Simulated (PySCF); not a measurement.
C4H6BFO, SMILES C1B(C(=O)CC1)F.

Geometry optimised at PBE-D3(BJ)/def2-SVP. This is a generated structure with no PubChem entry under its InChIKey; it may be hypothetical. Other conformers were not sampled.

The numbers are results of PBE-D3(BJ)/def2-SVP run with PySCF, not measurements.

Frequencies are harmonic and unscaled.

Computed harmonic wavenumbers and intensities:
```json
[
 {"mode": "1", "ν (cm⁻¹)": "82", "IR (km/mol)": "0.6", "moving atoms (share of kinetic energy)": "C 35 %, H 24 %, O 22 %, F 19 %"},
 {"mode": "2", "ν (cm⁻¹)": "171", "IR (km/mol)": "2.5", "moving atoms (share of kinetic energy)": "H 43 %, C 40 %"},
 {"mode": "3", "ν (cm⁻¹)": "243", "IR (km/mol)": "3.0", "moving atoms (share of kinetic energy)": "F 44 %, O 39 %, C 10 %"},
 {"mode": "4", "ν (cm⁻¹)": "291", "IR (km/mol)": "3.5", "moving atoms (share of kinetic energy)": "H 33 %, B 26 %, C 23 %, F 11 %"},
 {"mode": "5", "ν (cm⁻¹)": "396", "IR (km/mol)": "1.2", "moving atoms (share of kinetic energy)": "H 37 %, C 32 %, F 14 %, O 10 %"},
 {"mode": "6", "ν (cm⁻¹)": "471", "IR (km/mol)": "7.1", "moving atoms (share of kinetic energy)": "C 36 %, H 21 %, O 18 %, F 15 %, B 11 %"},
 {"mode": "7", "ν (cm⁻¹)": "523", "IR (km/mol)": "9.1", "moving atoms (share of kinetic energy)": "C 41 %, H 41 %, B 14 %"},
 {"mode": "8", "ν (cm⁻¹)": "548", "IR (km/mol)": "4.3", "moving atoms (share of kinetic energy)": "C 48 %, H 18 %, F 17 %, O 9 %"},
 {"mode": "9", "ν (cm⁻¹)": "647", "IR (km/mol)": "1.5", "moving atoms (share of kinetic energy)": "C 47 %, O 23 %, H 15 %, F 11 %"},
 {"mode": "10", "ν (cm⁻¹)": "722", "IR (km/mol)": "14.7", "moving atoms (share of kinetic energy)": "C 50 %, H 37 %, B 13 %"},
 {"mode": "11", "ν (cm⁻¹)": "807", "IR (km/mol)": "3.4", "moving atoms (share of kinetic energy)": "H 45 %, C 36 %, B 17 %"},
 {"mode": "12", "ν (cm⁻¹)": "850", "IR (km/mol)": "0.5", "moving atoms (share of kinetic energy)": "H 66 %, C 34 %"},
 {"mode": "13", "ν (cm⁻¹)": "889", "IR (km/mol)": "1.7", "moving atoms (share of kinetic energy)": "H 52 %, C 47 %"},
 {"mode": "14", "ν (cm⁻¹)": "965", "IR (km/mol)": "65.8", "moving atoms (share of kinetic energy)": "C 43 %, B 27 %, H 23 %"},
 {"mode": "15", "ν (cm⁻¹)": "992", "IR (km/mol)": "0.3", "moving atoms (share of kinetic energy)": "H 55 %, C 43 %"},
 {"mode": "16", "ν (cm⁻¹)": "1032", "IR (km/mol)": "5.6", "moving atoms (share of kinetic energy)": "H 72 %, C 18 %, B 9 %"},
 {"mode": "17", "ν (cm⁻¹)": "1076", "IR (km/mol)": "19.8", "moving atoms (share of kinetic energy)": "C 42 %, H 41 %, B 13 %"},
 {"mode": "18", "ν (cm⁻¹)": "1144", "IR (km/mol)": "28.0", "moving atoms (share of kinetic energy)": "C 44 %, H 42 %, B 12 %"},
 {"mode": "19", "ν (cm⁻¹)": "1178", "IR (km/mol)": "25.4", "moving atoms (share of kinetic energy)": "H 60 %, C 33 %"},
 {"mode": "20", "ν (cm⁻¹)": "1218", "IR (km/mol)": "29.4", "moving atoms (share of kinetic energy)": "C 51 %, H 39 %, B 8 %"},
 {"mode": "21", "ν (cm⁻¹)": "1240", "IR (km/mol)": "4.7", "moving atoms (share of kinetic energy)": "H 80 %, C 18 %"},
 {"mode": "22", "ν (cm⁻¹)": "1277", "IR (km/mol)": "22.3", "moving atoms (share of kinetic energy)": "H 63 %, C 32 %"},
 {"mode": "23", "ν (cm⁻¹)": "1330", "IR (km/mol)": "18.5", "moving atoms (share of kinetic energy)": "H 92 %"},
 {"mode": "24", "ν (cm⁻¹)": "1359", "IR (km/mol)": "13.1", "moving atoms (share of kinetic energy)": "H 92 %, C 8 %"},
 {"mode": "25", "ν (cm⁻¹)": "1418", "IR (km/mol)": "185.4", "moving atoms (share of kinetic energy)": "B 58 %, H 18 %, F 15 %, C 9 %"},
 {"mode": "26", "ν (cm⁻¹)": "1432", "IR (km/mol)": "51.4", "moving atoms (share of kinetic energy)": "H 78 %, B 11 %, C 8 %"},
 {"mode": "27", "ν (cm⁻¹)": "1756", "IR (km/mol)": "119.4", "moving atoms (share of kinetic energy)": "C 63 %, O 37 %"},
 {"mode": "28", "ν (cm⁻¹)": "2929", "IR (km/mol)": "8.2", "moving atoms (share of kinetic energy)": "H 94 %"},
 {"mode": "29", "ν (cm⁻¹)": "2945", "IR (km/mol)": "7.9", "moving atoms (share of kinetic energy)": "H 94 %"},
 {"mode": "30", "ν (cm⁻¹)": "2985", "IR (km/mol)": "28.9", "moving atoms (share of kinetic energy)": "H 94 %"},
 {"mode": "31", "ν (cm⁻¹)": "3038", "IR (km/mol)": "11.7", "moving atoms (share of kinetic energy)": "H 91 %, C 9 %"},
 {"mode": "32", "ν (cm⁻¹)": "3044", "IR (km/mol)": "9.3", "moving atoms (share of kinetic energy)": "H 92 %, C 8 %"},
 {"mode": "33", "ν (cm⁻¹)": "3046", "IR (km/mol)": "8.8", "moving atoms (share of kinetic energy)": "H 91 %, C 9 %"}
]
```
